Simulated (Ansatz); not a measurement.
The same bond dissociation along the group F, Cl, Br, I.

Calculated with Ansatz (gas phase, PBE0-D4/def2-TZVP geometries, no zero-point term in ΔE). CCSD(T)/CBS adds triple-zeta CCSD(T) − MP2 to the extrapolated MP2 energy (def2 sets, frozen cores). This one scheme is used for every species, atoms too. DFT in def2-TZVPP. No spin–orbit coupling; open shells (•) take unrestricted orbitals. Spin–orbit coupling would lower the free atoms: a little for Cl, F; clearly for Br; strongly for I. def2 core potentials past Kr. For Br, I outer-core shells are correlated without core-valence functions, so the limit isn't a true one: a few kJ/mol of doubt a bond, and 10 to 20 or more in all where bonds break to atoms. Scalar relativity is left out up to krypton.

```
                    reaction  CCSD(T)/CBS(def2) (eV)
  `CC(=O)F` → `C[C]=O`• + F•                    5.40
`CC(=O)Cl` → `C[C]=O`• + Cl•                       ?
`CC(=O)Br` → `C[C]=O`• + Br•                    3.28
  `CC(=O)I` → `C[C]=O`• + I•                    2.73
```

Q: Fill in the missing values. (Estimate.)

A: Ansatz gave: `CC(=O)Cl` → `C[C]=O`• + Cl•: +3.76 eV.

Largest T1 diagnostic: 0.019, for `C[C]=O`•.
